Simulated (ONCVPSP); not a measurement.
technetium (Tc), ONCV: configuration errors across variants

```json
{
 "Element": "Tc (Z = 43)",
 "Generator": "ONCVPSP 4.0.1",
 "Type": "optimised norm-conserving Vanderbilt (ONCV)",
 "Functional": "PBE",
 "Relativity": "scalar-relativistic",
 "Frozen core": "[Kr]",
 "Valence charge": "7",
 "Reference configuration": "4d5 5s2",
 "Partial waves": "5s: rc 2.95 bohr, ncon 4, nbas 8, qcut 1.9 1/bohr, 1 projector; p scattering state at 0.25 Ha: rc 2.55 bohr, ncon 4, nbas 9, qcut 3.3 1/bohr, 2 projectors, debl 1.8 Ha; 4d: rc 1.85 bohr, ncon 4, nbas 8, qcut 9.8 1/bohr, 2 projectors, debl 3 Ha",
 "Local potential": "polynomial inside 1.30 bohr (lpopt 5, dvloc0 4 Ha)",
 "Core correction": "Teter function, fcfact 3, rcfact 1.75"
}
```

In the p channel the program set the typed energies aside and used 0.050, 1.850 Ha.

All-electron excitation energies from the reference (eV): (1) 4d5 5s1 8.154; (2) 4d5 5s0 23.005; (3) 4d4 5s0 51.711; (4) 4d6 5s0 6.165.

1 further variants failed, have other tests or too few solved ones, and are left out.

A true bound ghost makes a file unfit for plane-wave use even where its test errors are small: the radial tests pick states by their node count and pass the ghost by.

Errors AE − PS in meV (a dash: test not solved or not reliable):

| change | (1) | (2) | (3) | (4) | bound ghosts | GHOST(+) flags above zero |
| --- | --- | --- | --- | --- | --- | --- |
| base | -67 | -376 | -808 | -209 | s | p |
| s: rc 3.5 | -70 | -430 | -1050 | -134 | s | p |
| s: qcut 2.1 | -67 | -376 | -778 | -230 | s | p |
| d: ncon 5, nbas 9 | -67 | -376 | -814 | -204 | s | p |
| s: nproj 3 | -68 | -376 | -811 | -208 | none | s, p |

(1) Give the same row for: core correction Teter function, fcfact 3, rcfact 1.4.

## Answers

(1) -4.6, -47, -217, -67; bound ghosts: s; GHOST(+) flags above zero: p.
